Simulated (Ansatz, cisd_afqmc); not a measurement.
Species: Pb, charge -1, quartet.

Total energies in def2-SVPD, 5 correlated electrons, 9 frozen orbitals. Radicals and triplets start from unrestricted determinants; spin-orbit coupling is neglected. Correlated methods leave the cores frozen (noble-gas shells, and filled d and f shells in the p block). Past Kr the def2 sets carry scalar-relativistic core potentials. The Monte Carlo rows (phaseless AFQMC, CISD trial, step 0.005/hartree) carry one-sigma bars that omit the constraint's bias. Outlying blocks are dropped, and bars are widened where a walk drifts. Over all cases where full CI ran beside it in this data, AFQMC minus full CI had a median of +0.1 mEh and passed +0.4 mEh in a tenth of the cases. Spin-orbit terms, left out, reach several kcal/mol for Br and I, and more for heavier atoms.

| method | program | energy (Eh) | minus CCSDTQ (mEh) |
|---|---|---|---|
| HF | Ansatz | -191.85764 | 50.97 |
| MP2 | Ansatz | -191.89662 | 12.00 |
| CCSD | Ansatz | -191.90750 | 1.12 |
| CCSD(T) | Ansatz | -191.90831 | 0.30 |
| CCSDT(Q) | Ansatz | -191.90860 | 0.01 |
| CCSDTQ | Ansatz | -191.90861 | 0.00 |
| AFQMC/CISD | cisd_afqmc | -191.9086 ± 0.0001 | 0.1 ± 0.1 |

Ansatz is an electronic-structure program.
